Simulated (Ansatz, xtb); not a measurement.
Relative energy of two isomers of FH2InOSi

Structure X: `F[SiH2][O][In]`, a singlet. Structure Y: `O[Si@@H](F)[In]`, a singlet. Both are isolated molecules in the gas phase, relaxed with PBE0-D3(BJ)/def2-SVP; the shapes shown needn't be the lowest conformers.

X (Å):

```xyz
6

F    -1.8573   -1.3306   -0.5644
In    0.2190    1.1168   -2.8538
O     0.0657    0.4755   -0.9011
Si   -0.6825   -0.4729    0.1800
H     0.2410   -1.4789    0.7802
H    -1.3653    0.3179    1.2448
```

Y (Å):

```xyz
6

F     1.8066   -0.4023    0.0669
In    1.6262    0.6984   -3.3340
O    -0.7805   -0.6866   -0.6151
Si    0.5687    0.2961   -0.7715
H     0.1736    1.4979    0.0396
H    -0.7587   -1.5108   -1.1087
```

Task: Estimate E(Y) − E(X) at the level CCSD(T)/def2-TZVP.

Result: Calculated at CCSD(T)/def2-TZVP: E(Y) − E(X) = +38.1 kcal/mol, so structure X lies lower.

How the difference moves with the method:

```csv
level,geometry,E(Y) − E(X) (kcal/mol),departure from the last row (kcal/mol),"job, with rough time for the two"
PBE0-D3(BJ)/def2-SVP,PBE0-D3(BJ)/def2-SVP,+32.0,−6.1,"optimisation, 17 s"
HF/def2-TZVP,PBE0-D3(BJ)/def2-SVP,+39.0,+0.9,part of the CCSD(T) run
MP2/def2-TZVP,PBE0-D3(BJ)/def2-SVP,+40.9,+2.8,part of the CCSD(T) run
CCSD(T)/def2-TZVP,PBE0-D3(BJ)/def2-SVP,+38.1,,"single point, 29 s"
```

As drawn, Y has 1 In–Si, 1 O–H in place of 1 In–O, 1 Si–H.

The levels shown agree on the order. The largest departure from CCSD(T)/def2-TZVP is that of PBE0-D3(BJ)/def2-SVP, 6.1 kcal/mol. Levels run at GFN2-xTB geometries aren't shown.

With harmonic frequencies from PBE0-D3(BJ)/def2-SVP (ideal gas, rigid rotor, one conformer each, 298.15 K, 1 atm): on the last row, ΔE + ΔZPE = +39.1 kcal/mol. A mode under 50 cm⁻¹ makes harmonic enthalpies and free energies unreliable, so none is given.

The correlated steps freeze 11 core orbitals; the filled d shell of In is correlated, in a basis made for valence electrons. Atoms past krypton carry core potentials in the def2 sets and no spin–orbit term is included. Programs: Ansatz 0.2.0; the last row on 2 threads of Intel(R) Xeon(R) 6975P-C (Granite Rapids) on a shared host.
